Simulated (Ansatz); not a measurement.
The cluster Ru₂F₆ (the lowest singlet isomer of a short search), 8 atoms. Hardware: 4 threads of AMD EPYC 9R45 on a shared host.

In the def2 sets Ru takes a core potential; there is no spin–orbit coupling. Correlated methods freeze 6 core orbitals; core or outer-core shells of Ru are correlated, in sets that lack core-valence functions.

(1) How many basis functions does each of these Ansatz runs have, and roughly what does it cost? PBE0-D4/def2-SVP, charge 0 singlet, relaxation, 9 steps; PBE0-D4/def2-TZVP, charge 0 singlet, energy, from earlier orbitals; PBE0-D4/def2-SVP, charge 0 singlet, energy, from earlier orbitals; revPBE-D4/def2-TZVP, charge 0 singlet, energy, from earlier orbitals; PBE0-D4/def2-SVP, charge 0 singlet, energy with a search over starts; PBE-D4/def2-SVP, charge 0 singlet, energy, from earlier orbitals; MP2/def2-TZVP, charge 0 singlet, energy, from earlier orbitals; PBE-D4/def2-TZVP, charge 0 singlet, energy and forces, from earlier orbitals; B97M-V/def2-TZVP, charge 0 singlet, energy, from earlier orbitals; CCSD(T)/def2-SVP, charge 0 singlet, energy, from earlier orbitals; LDA (SPW92)/def2-TZVP, charge 0 singlet, energy, from earlier orbitals; r2SCAN-D4/def2-TZVP, charge 0 singlet, energy, from earlier orbitals.

Answers

(1) Other jobs shared the machine, so times can vary by a factor of up to 3. A dash marks memory too small to be measured apart from the calling script's.

```csv
run,functions,fitting or Cholesky vectors,wall time,peak host memory (GiB)
"LDA (SPW92)/def2-TZVP, charge 0 singlet, energy, from earlier orbitals",266,1644,1 s,–
"PBE-D4/def2-SVP, charge 0 singlet, energy, from earlier orbitals",146,1486,1 s,–
"PBE0-D4/def2-SVP, charge 0 singlet, energy, from earlier orbitals",146,1420,1.4 s,–
"revPBE-D4/def2-TZVP, charge 0 singlet, energy, from earlier orbitals",266,1644,1.5 s,–
"PBE-D4/def2-TZVP, charge 0 singlet, energy and forces, from earlier orbitals",266,1644,1.9 s,–
"PBE0-D4/def2-TZVP, charge 0 singlet, energy, from earlier orbitals",266,1692,2.7 s,0.95
"r2SCAN-D4/def2-TZVP, charge 0 singlet, energy, from earlier orbitals",266,1644,2.8 s,–
"PBE0-D4/def2-SVP, charge 0 singlet, energy with a search over starts",146,1420,3.1 s,–
"B97M-V/def2-TZVP, charge 0 singlet, energy, from earlier orbitals",266,1644,4.7 s,0.56
"PBE0-D4/def2-SVP, charge 0 singlet, relaxation, 9 steps",146,1565,16 s,–
"MP2/def2-TZVP, charge 0 singlet, energy, from earlier orbitals",266,1976,22 s,1.3
"CCSD(T)/def2-SVP, charge 0 singlet, energy, from earlier orbitals",146,1420,7.3 min,2.6
```
